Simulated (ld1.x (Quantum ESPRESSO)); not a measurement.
# Pseudopotential generation for O: TM, PBE, non-relativistic.

oxygen (O), norm-conserving Troullier–Martins (Kleinman–Bylander form), made with ld1.x (Quantum ESPRESSO) 7.5 (PBE, non-relativistic). Core [He], reference 2s2 2p3.5 (charge +0.5). Waves: 2s (bound): rc 0.55 bohr; 2p (bound): rc 0.95 bohr; 3d channel at 0.1 Ry: rc 0.80 bohr. Local part: the d channel. Core correction: Bessel-smoothed model core inside 0.35 bohr.

All-electron outer shells of the reference configuration (PBE, non-relativistic, ld1.x):

| shell | level (eV) | outermost node (bohr) | outermost maximum (bohr) |
| --- | --- | --- | --- |
| 2s | -31.34 | 0.28 | 0.87 |
| 2p | -16.28 | – | 0.81 |

Results:

| Property | Result |
| --- | --- |
| Cutoffs needed | 260 Ry and over 300 Ry (the cutoffs (Ry, on a coarse ladder) from which the occupation-weighted sum of valence levels, in a spherical-Bessel basis at the reference potential, stays within 10 and 1 mRy of its value at 400 Ry) |
| Ghost test | no extra level below or beside the all-electron valence levels (s, p, d, f tested) (spherical-Bessel basis up to 400 Ry, 20 bohr box) |
| Largest excitation error | +137 meV (all-electron minus pseudo) for 2s2 2p1, out of 7 test configurations |

Generation and tests took about 0.99 s on one core of a shared server CPU.
